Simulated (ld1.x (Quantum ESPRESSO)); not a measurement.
What one change does to a pseudopotential (gallium (Ga), TM)

Ga (Z = 31), norm-conserving Troullier–Martins (Kleinman–Bylander form), made with ld1.x (Quantum ESPRESSO) 7.5 (PBEsol, fully relativistic). Core [Ar] 3d10, reference 4s2 4p1. Waves: 4s (bound): rc 1.70 bohr; 4p (bound): rc 2.75 bohr; 4d channel at 0.1 Ry: rc 2.45 bohr. Local part: all-electron potential smoothed inside 1.30 bohr (lloc = -1). Core correction: none.

Open shells are filled in proportion to 2j + 1 (rel_dist='average').

Change: all radii scaled by about 1.26 (s 2.14, p 3.46, d 3.08 bohr); local potential all-electron potential smoothed inside 1.64 bohr (lloc = -1).

Cutoffs: the cutoffs (Ry, on a coarse ladder) from which the occupation-weighted sum of valence levels, in a spherical-Bessel basis at the reference potential, stays within 10 and 1 mRy of its value at 400 Ry; they do not see the model core or the augmentation charge, which bear on the density cutoff. Errors are all-electron minus pseudo energies relative to the spin-unpolarised reference configuration.

Problem. What does the change do?

Solution. The potential gets softer (35 Ry and 40 Ry → 12 Ry and 30 Ry); the bound ghost in s disappears; the number of tests that count goes from 6 to 7; of the 6 tests that both files solve, the error grows in 2 and shrinks in 2 by more than 15 % and 0.3 meV (median size 3.8 → 6.6 meV). A larger radius leaves more room for a smooth pseudo-wave, so fewer plane waves are needed.

| quantity | base | changed |
| --- | --- | --- |
| cutoff, loose | 35 Ry | 12 Ry |
| cutoff, tight | 40 Ry | 30 Ry |
| loose cutoff by channel (10 mRy a level) | s 12 Ry, p 6 Ry | s 10 Ry, p 6 Ry |
| bound ghosts | s | none |
| tests counted (converged, no solver errors) | 6 of 7 | 7 of 7 |
| error for 4s2 4p0, meV [ΔE 5.68 eV] | -6.6 | -2.9 |
| error for 4s2 4p0.5, meV [ΔE 2.03 eV] | -1.0 | -0.4 |
| error for 4s1 4p1, meV [ΔE 13.08 eV] | +1.1 | +10 |
| error for 4s1 4p2, meV [ΔE 6.55 eV] | +14 | +17 |
| error for 4s0 4p3, meV [ΔE 13.39 eV] | +72 | +78 |
| error for 4s2 4p1.3, meV [ΔE -0.53 eV] | 0.0 | +0.1 |

Base: Tests not counted: 4s1 4p0 (solver errors, printed error -2.7 eV). ld1.x printed “convergence not achieved” for 5 of the counted tests; their residual had stalled under 1e-8, short of the target of 1e-14. Changed file: ld1.x printed “convergence not achieved” for 6 of the counted tests; their residual had stalled under 1e-8, short of the target of 1e-14. A true bound ghost makes a file unfit for plane-wave use even where its test errors are small: the radial tests pick states by their node count and pass the ghost by. Where a test does run into it, the solver fails or the error is huge.
